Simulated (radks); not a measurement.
The numbers below are computed, except where a source is named.
Ionisation of neutral lead, [Hg] 6p2, to [Hg] 6p1 as the strength of local exchange is varied. Code: a radial shooting solver on a logarithmic mesh with Libxc functionals. Model: scalar-relativistic Kohn-Sham, Slater X-alpha exchange (alpha = 2/3 is LDA exchange), no correlation, spin-unpolarised, spherical densities, finite nucleus; Fermi nuclear charge, rms radius 5.5012 fm.

alpha  E(Pb) (hartree)  exchange (hartree)  IE (eV)  -e of the level emptied (eV)  <r> of it (bohr)
0.604      -20821.6379           -331.4476    5.421                    2.457 (6p)             3.553
0.609      -20824.3986           -334.2376    5.454                    2.483 (6p)             3.545
0.612      -20826.0552           -335.9120    5.473                    2.499 (6p)             3.540
0.667      -20856.4506           -366.6569    5.833                    2.796 (6p)             3.455
0.687      -20867.5150           -377.8596    5.967                    2.908 (6p)             3.426
0.875      -20971.8185           -483.7552    7.297                    4.046 (6p)             3.184
0.988      -21034.7710           -547.9182    8.157                    4.805 (6p)             3.062

NIST Atomic Spectra Database: 7.417 eV (measured). The Delta-SCF value meets it near alpha = 0.89. Spin polarisation and multiplet splitting are left out, so open shells lie too high by an amount that depends on their filling. Spin-orbit splitting is averaged out at the scalar-relativistic level.

Beside tabulated values, note that spin-unpolarised runs miss the spin-polarisation part of the exchange energy of open shells, and scalar-relativistic runs lack spin-orbit coupling.
